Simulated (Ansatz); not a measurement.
```yaml
crystal:
  periodic: [false, false, false]
  atoms:
    - {symbol: Cl, position_ang: [-1.710932, 1.352433, 0.047784]}
    - {symbol: C, position_ang: [-0.106922, 0.933517, -0.265396]}
    - {symbol: Si, position_ang: [0.001505, -1.024708, 0.205722]}
    - {symbol: Cl, position_ang: [2.053674, -1.679097, 0.028144]}
    - {symbol: H, position_ang: [0.675776, 1.336033, 0.571072]}
    - {symbol: H, position_ang: [0.360284, 1.152871, -1.157224]}
    - {symbol: H, position_ang: [-0.549095, -1.121755, 1.345144]}
    - {symbol: H, position_ang: [-0.720137, -1.620132, -0.819160]}
basis:
  gaussian: {orbitals: def2-SVPD}
hamiltonian: {xc: {name: HF}}
relax: {f_tol: 0.001, max_steps: 3}
```

```sh
$ ansatz run in.yaml --threads 2 --pin off --events-out ev --progress --plain --max-ram 4352MiB
```

(1) How does Ansatz answer? (Best estimate.)

## Answers

(1) The calculation gave: The run did not converge.
```
Functional definition: HF
1322 factors; integrals over basis functions are off by at most 4.2e-4 eV
mean field evaluation 1: about -33951.0924 eV, gradient 1.9e1 eV
mean field evaluation 2: about -33951.1133 eV, gradient 1.9e1 eV
mean field evaluation 4: about -33952.4493 eV, gradient 2.1e0 eV
mean field evaluation 8: about -33952.4671 eV, gradient 9.1e-2 eV
mean field -33952.46712197 eV, -1247.7301529237 hartree, gradient 9.5e-6 eV, S^2 0.000000; 0 other end points of the search recorded, 0 dependent functions left out
reference -33952.46712197 eV, -1247.7301529237 hartree; 29, 29 occupied and 101, 101 virtual orbitals, 1322 factors
relax step   1: F+E_penalty+E_count = -33952.46712197 eV  Δ(F+E_penalty+E_count) = +0.000e0 eV  max|allowed force component| = 5.961e0 eV/Å  Δτ_max = 0.0000 Å  (34 SCF iters, accepted)
1322 factors; integrals over basis functions are off by at most 4.1e-4 eV
mean field evaluation 16: about -33953.8243 eV, gradient 1.5e-1 eV
mean field -33953.82440525 eV, -1247.7800321643 hartree, gradient 1.5e-5 eV, S^2 0.000000; 0 other end points of the search recorded, 0 dependent functions left out
reference -33953.82440525 eV, -1247.7800321643 hartree; 29, 29 occupied and 101, 101 virtual orbitals, 1322 factors
relax step   2: F+E_penalty+E_count = -33953.82440525 eV  Δ(F+E_penalty+E_count) = -1.357e0 eV  max|allowed force component| = 2.403e0 eV/Å  Δτ_max = 0.1948 Å  (37 SCF iters, accepted)
1322 factors; integrals over basis functions are off by at most 4.2e-4 eV
mean field -33954.06000151 eV, -1247.7886901672 hartree, gradient 2.2e-5 eV, S^2 0.000000; 0 other end points of the search recorded, 0 dependent functions left out
reference -33954.06000151 eV, -1247.7886901672 hartree; 29, 29 occupied and 101, 101 virtual orbitals, 1322 factors
relax step   3: F+E_penalty+E_count = -33954.06000151 eV  Δ(F+E_penalty+E_count) = -2.356e-1 eV  max|allowed force component| = 7.478e-1 eV/Å  Δτ_max = 0.1022 Å  (31 SCF iters, accepted)
Error: geometry relaxation did not converge after 3 steps: max|allowed force component| = 7.48e-1 eV/Å (threshold 1.0e-3). Raise `relax.max_steps` over both its present limit and 3, loosen `relax.f_tol`, or start from a geometry closer to equilibrium. Where this run's directory can be resumed (`checkpoint.write`), a resume goes on for up to `relax.max_steps` more
```
